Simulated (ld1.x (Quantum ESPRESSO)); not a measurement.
Which change was made? (Tl, TM)

thallium (Tl), norm-conserving Troullier–Martins (Kleinman–Bylander form), made with ld1.x (Quantum ESPRESSO) 7.5 (PBE, fully relativistic). Core [Xe] 4f14 5d10, reference 6s1.5 6p1.5. Waves: 6p (bound): rc 2.60 bohr; 6s (bound): rc 2.25 bohr. Local part: the s channel. Core correction: none.

Open shells are filled in proportion to 2j + 1 (rel_dist='average').

Cutoffs, loose and tight: the cutoffs (Ry, on a coarse ladder) from which the occupation-weighted sum of valence levels, in a spherical-Bessel basis at the reference potential, stays within 10 and 1 mRy of its value at 400 Ry. They do not see the model core or the augmentation charge, which bear on the density cutoff. Test errors are all-electron minus pseudo excitation energies from the reference, over the configurations 6s2 6p1; 6s2 6p0; 6s1 6p0; 6s2 6p0.5; 6s0 6p3; 6s1 6p1; 6s2 6p1.3; variants that change the core or the reference have their own tests.

The base gives: outcome: generated; cutoff, loose: 18 Ry; cutoff, tight: 30 Ry; bound ghosts: none; largest test error (meV): +154.

Question: After one change the result is: outcome: generated; cutoff, loose: 21 Ry; cutoff, tight: 30 Ry; bound ghosts: none; largest test error (meV): +150. Which change was it?
A. core correction a·sin(br)/r model core inside 1.70 bohr
B. local potential the p channel
C. wave 6s (bound): rc 2.25 bohr becomes 6s (bound): rc 1.70 bohr
D. wave 6p (bound): rc 2.60 bohr becomes 6p (bound): rc 2.10 bohr

Answer: D. The others give: core correction a·sin(br)/r model core inside 1.70 bohr → outcome: generated; cutoff, loose: 18 Ry; cutoff, tight: 30 Ry; bound ghosts: none; largest test error (meV): -270 | wave 6s (bound): rc 2.25 bohr becomes 6s (bound): rc 1.70 bohr → outcome: generated; cutoff, loose: 25 Ry; cutoff, tight: 70 Ry; bound ghosts: none; largest test error (meV): +158 | local potential the p channel → outcome: generated, misses its reference levels by 0.82 eV; cutoff, loose: 18 Ry; cutoff, tight: 30 Ry; bound ghosts: none; largest test error (meV): +285.
